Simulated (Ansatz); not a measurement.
Process, species as SMILES: [N]=C=O → C atom + N atom + O atom
B3LYP-D3(BJ)/def2-TZVP geometries, fixed; electronic energies without zero-point terms.
Largest species:
```xyz
3

N      0.0000     0.0000    -1.2622
C      0.0000     0.0000    -0.0406
O      0.0000     0.0000     1.1348
```
Charge 0, spin multiplicity 2.

Basis-set convergence of the atomisation energy at r2SCAN with Ansatz (a first-principles code). Cartesian d functions, on some or all atoms, in 6-31G**, 6-31+G*; all else is spherical. The program fits the integrals of some runs and decomposes those of others, by size. Open shells are unrestricted. No added dispersion term, no relativity. Functions are those of the species that has most. Reference: the value in aug-pcseg-3, 325.96 kcal/mol, itself unsure by roughly 0.45 kcal/mol (its mean distance from aug-cc-pVQZ, cc-pV5Z, def2-QZVPPD).

```tsv
basis	functions	atomisation energy (kcal/mol)
STO-3G	15	[?]
pcseg-0	27	277.77
cc-pVDZ	42	319.09
6-31G**	45	321.39
6-31+G*	57	317.81
6-311+G**	66	[?]
aug-pcseg-1	69	323.08
pcseg-2	90	325.47
def2-TZVPP	93	[?]
def2-TZVPPD	114	[?]
6-311++G(3df,3pd)	117	326.74
aug-pcseg-2	138	325.88
aug-cc-pVQZ	240	325.44
```

Question: Fill in the missing entries.

Answer: 
- STO-3G, atomisation energy (kcal/mol): 294.31
- 6-311+G**, atomisation energy (kcal/mol): 320.09
- def2-TZVPP, atomisation energy (kcal/mol): 324.97
- def2-TZVPPD, atomisation energy (kcal/mol): 324.78
